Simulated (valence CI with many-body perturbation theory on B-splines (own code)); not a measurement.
# E1 line list for Ta LXIX

Computed by configuration interaction combined with many-body perturbation theory (CI+MBPT): three valence electrons over a frozen Dirac-Fock core [He], radial functions for each j: 11 s, 11 p, 9 d, 7 f, 5 g, 2 h, 1 i, with the one-electron correlation potential Σ1, the two-electron term Σ2, the three-electron term Σ3, Breit, model QED; selected CI, second order for the rest (own B-spline code, finite nucleus).

The last digits are not significant, and no measured levels were compared; by estimate large intervals hold to a few tenths of a per cent, small ones and those within an open d or f shell to about a per cent.

Lines 51 to 100 of 285 in falling wavelength, among levels below 943.63 Ry, chosen from the strongest by gf and those to the six lowest levels. Wavelengths and rates use the calculated energies. Electric multipoles are in the length gauge, E1 and E2 with the static RPA response of the core. Weak lines are less certain than strong ones. Lines between different terms over intervals too small for the method are left out, as are lines whose strength nearly cancels. The highest levels of a list are the least certain.

Levels are named by their leading jj configuration (3d3/2^4 stands for four electrons in 3d with j = 3/2), which in mixed levels can hold well under half, so a name can repeat and another be missing. Letters in brackets count levels of one name in rising energy.

```tsv
λ vac (nm)	Upper	Lower	A (s⁻¹)	log gf	Branch %
2.514	(2s 2p3/2 3p3/2) J=3/2 [b]	(2s 2p3/2 3s) J=3/2 [b]	5.62e+11	-0.67	0.2
2.511	(2s^2 3p3/2) J=3/2	(2s^2 3s) J=1/2	1.27e+12	-0.32	8.8
2.503	(2p1/2 2p3/2 3p3/2) J=5/2 [b]	(2p1/2 2p3/2 3s) J=3/2 [b]	5.72e+11	-0.49	0.1
2.490	(2s 2p1/2 3p3/2) J=5/2	(2s 2p1/2 3s) J=3/2	1.16e+12	-0.19	1.2
2.480	(2s 2p3/2 3p3/2) J=3/2 [b]	(2s 2p3/2 3s) J=1/2	7.54e+11	-0.56	0.3
2.479	(2s 2p1/2 3p3/2) J=3/2 [b]	(2s 2p1/2 3s) J=3/2	6.10e+11	-0.65	0.2
2.460	(2p1/2 2p3/2 3p3/2) J=5/2 [b]	(2p1/2 2p3/2 3s) J=5/2	6.08e+11	-0.48	0.1
2.460	(2s 2p3/2 3p3/2) J=1/2 [b]	(2s 2p3/2 3s) J=1/2	1.07e+12	-0.71	5.3
2.423	(2s 2p3/2 3p3/2) J=5/2 [a]	(2s 2p3/2 3s) J=5/2	7.69e+11	-0.39	0.2
2.399	(2p1/2 2p3/2 3p3/2) J=1/2 [b]	(2p1/2 2p3/2 3s) J=3/2 [b]	1.17e+12	-0.69	0.3
1.117	(2s^2 2p3/2) J=3/2	(2s 2p1/2^2) J=1/2	3.16e+10	-2.63	73.0
0.7941	(2s 2p1/2 2p3/2) J=3/2 [a]	(2s^2 2p1/2) J=1/2	8.63e+10	-2.49	86.3
0.7852	(2s 2p3/2^2) J=5/2	(2s^2 2p3/2) J=3/2	2.31e+12	-0.89	98.6
0.7733	(2p1/2 2p3/2^2) J=3/2	(2s 2p1/2 2p3/2) J=1/2	5.94e+12	-0.67	37.7
0.7649	(2p1/2 2p3/2 3d5/2) J=5/2 [a]	(2s 2p1/2 3d5/2) J=5/2 [b]	2.69e+12	-0.85	0.2
0.7636	(2p1/2 2p3/2^2) J=5/2	(2s 2p1/2 2p3/2) J=3/2 [b]	7.24e+12	-0.42	48.8
0.7622	(2p1/2 2p3/2 3d3/2) J=5/2 [a]	(2s 2p1/2 3d3/2) J=5/2	3.79e+12	-0.70	1.9
0.7605	(2p1/2 2p3/2 3d5/2) J=9/2	(2s 2p1/2 3d5/2) J=7/2	6.26e+12	-0.27	39.4
0.7604	(2p1/2 2p3/2 3s) J=3/2 [b]	(2s 2p1/2 3s) J=1/2 [b]	5.72e+12	-0.70	2.0
0.7601	(2p1/2 2p3/2 3p3/2) J=7/2	(2s 2p1/2 3p3/2) J=5/2	7.04e+12	-0.31	1.9
0.7599	(2p3/2^3) J=3/2	(2s 2p3/2^2) J=3/2	1.54e+13	-0.27	65.3
0.7569	(2s 2p3/2 3d5/2) J=7/2 [b]	(2s^2 3d5/2) J=5/2	8.70e+12	-0.22	1.6
0.7568	(2p1/2 2p3/2 3d5/2) J=5/2 [b]	(2s 2p1/2 3d5/2) J=3/2	3.00e+12	-0.81	0.1
0.7557	(2s 2p3/2 3p3/2) J=5/2 [b]	(2s^2 3p3/2) J=3/2	9.67e+12	-0.30	3.5
0.7555	(2p1/2 2p3/2 3d3/2) J=5/2 [b]	(2s 2p1/2 3d3/2) J=3/2 [b]	6.25e+12	-0.49	0.3
0.7554	(2p1/2 2p3/2 3d5/2) J=7/2 [a]	(2s 2p1/2 3d5/2) J=5/2 [a]	5.47e+12	-0.43	9.5
0.7553	(2p1/2 2p3/2 3p3/2) J=5/2 [a]	(2s 2p1/2 3p3/2) J=3/2 [a]	3.88e+12	-0.70	0.4
0.7550	(2s 2p3/2 3d3/2) J=3/2 [b]	(2s^2 3d3/2) J=3/2	8.70e+12	-0.53	0.6
0.7548	(2p1/2 2p3/2 3d3/2) J=7/2	(2s 2p1/2 3d3/2) J=5/2	6.28e+12	-0.37	13.2
0.7543	(2p1/2 2p3/2 3p1/2) J=5/2	(2s 2p1/2 3p1/2) J=3/2	7.09e+12	-0.44	0.9
0.7536	(2p1/2 2p3/2 3p1/2) J=3/2 [b]	(2s 2p1/2 3p1/2) J=1/2 [b]	7.20e+12	-0.61	1.1
0.7534	(2p1/2 2p3/2 3d5/2) J=7/2 [b]	(2s 2p1/2 3d5/2) J=5/2 [b]	3.37e+12	-0.64	0.1
0.7510	(2s 2p3/2 3d3/2) J=5/2 [b]	(2s^2 3d3/2) J=3/2	8.88e+12	-0.35	0.6
0.7509	(2p1/2 2p3/2 3p3/2) J=5/2 [a]	(2s^2 3d5/2) J=5/2	3.38e+12	-0.77	0.4
0.7504	(2p1/2 2p3/2 3s) J=5/2	(2s 2p1/2 3s) J=3/2	6.99e+12	-0.45	4.2
0.7502	(2s 2p3/2 3p1/2) J=1/2	(2s^2 3p1/2) J=1/2	1.05e+13	-0.75	2.5
0.7500	(2s 2p3/2 3s) J=1/2	(2s^2 3s) J=1/2	1.04e+13	-0.76	2.9
0.7499	(2p1/2 2p3/2 3d5/2) J=3/2 [b]	(2s 2p1/2 3d5/2) J=5/2 [b]	5.25e+12	-0.75	0.3
0.7496	(2s 2p3/2 3p1/2) J=3/2 [b]	(2s^2 3p1/2) J=1/2	9.98e+12	-0.47	3.5
0.7486	(2p1/2 2p3/2 3p3/2) J=5/2 [b]	(2s 2p1/2 3p3/2) J=3/2 [b]	3.53e+12	-0.75	0.7
0.7484	(2p1/2 2p3/2 3d3/2) J=3/2 [a]	(2s 2p1/2 3d3/2) J=3/2 [a]	5.91e+12	-0.70	1.2
0.7480	(2p1/2 2p3/2 3d5/2) J=7/2 [b]	(2s 2p1/2 3d5/2) J=7/2	3.66e+12	-0.61	0.2
0.7480	(2p1/2 2p3/2 3d3/2) J=5/2 [a]	(2s 2p1/2 3d3/2) J=3/2 [a]	3.34e+12	-0.77	1.7
0.7476	(2p1/2 2p3/2 3p3/2) J=5/2 [b]	(2s 2p1/2 3p3/2) J=5/2	3.28e+12	-0.78	0.6
0.7473	(2s 2p3/2 3d5/2) J=5/2 [b]	(2s^2 3d5/2) J=5/2	6.21e+12	-0.51	0.4
0.7473	(2p1/2 2p3/2 3p1/2) J=3/2 [a]	(2s 2p1/2 3p1/2) J=1/2 [a]	4.30e+12	-0.84	0.6
0.7472	(2s 2p3/2 3p3/2) J=3/2 [b]	(2s^2 3p3/2) J=3/2	9.91e+12	-0.48	3.9
0.7472	(2s 2p3/2 3d5/2) J=3/2 [b]	(2s^2 3d5/2) J=5/2	8.96e+12	-0.52	0.7
0.7470	(2s 2p3/2 3d3/2) J=1/2 [b]	(2s^2 3d3/2) J=3/2	1.04e+13	-0.76	0.6
0.7470	(2s 2p3/2 3s) J=3/2 [b]	(2s^2 3s) J=1/2	9.81e+12	-0.48	5.6
```

Task: How does gf follow from A for the line at 2.480 nm?

Result: gf = 1.4992 × (2J+1)_upper × A / σ², with σ = 4031682 cm⁻¹ and 2J+1 = 4: gf = 0.278.
